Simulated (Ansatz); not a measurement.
Ansatz (a program for electronic structure) input (r2SCAN/def2-TZVPD):

Ansatz 0.2 input:
```yaml
crystal:
  periodic: [false, false, false]
  atoms:
    - {symbol: Si, position_ang: [-0.34963388, 0.38407572, 0.81258501]}
    - {symbol: Br, position_ang: [0.92988250, -0.93588430, -0.28865639]}
    - {symbol: Cl, position_ang: [-1.62653020, 1.61052296, -0.07489509]}
basis:
  gaussian:
    orbitals: def2-TZVPD
hamiltonian:
  xc: {name: r2SCAN}
total_charge: 1
magnetization: {spin_polarized: true, initial_magnetization: 1}
output: {forces: true}
```

Output:

```
Functional definition: r2SCAN
integrals: 0.08 GiB planned
975 factors; their error is unknown
mean field: 0.63 GiB planned
mean field evaluation 1: about -90435.2965 eV, gradient 2.2e1 eV
mean field evaluation 2: about -90431.7015 eV, gradient 3.4e1 eV
mean field evaluation 4: about -90437.7772 eV, gradient 1.9e0 eV
mean field evaluation 8: about -90437.7833 eV, gradient 1.4e-1 eV
mean field evaluation 16: about -90437.7834 eV, gradient 5.9e-5 eV
mean field -90437.78337394 eV, -3323.5272380612 hartree, gradient 6.2e-5 eV, S^2 0.757070; 0 other end points of the search recorded, 0 dependent functions left out
the calculation of the forces begins
reference -90437.78338941 eV, -3323.5272386294 hartree; 33, 32 occupied and 113, 114 virtual orbitals, 975 factors
Total energy: -90437.78338941 eV, -3323.5272386294 hartree
Atom 0 at    -0.349634     0.384076     0.812585 Å, force     0.029412    -0.042566    -0.292734 eV/Å
Atom 1 at     0.929882    -0.935884    -0.288656 Å, force    -0.179412     0.185860     0.171429 eV/Å
Atom 2 at    -1.626530     1.610523    -0.074895 Å, force     0.150000    -0.143294     0.121305 eV/Å
Dipole moment:    -0.241706     0.258406     0.406215 e Å
```
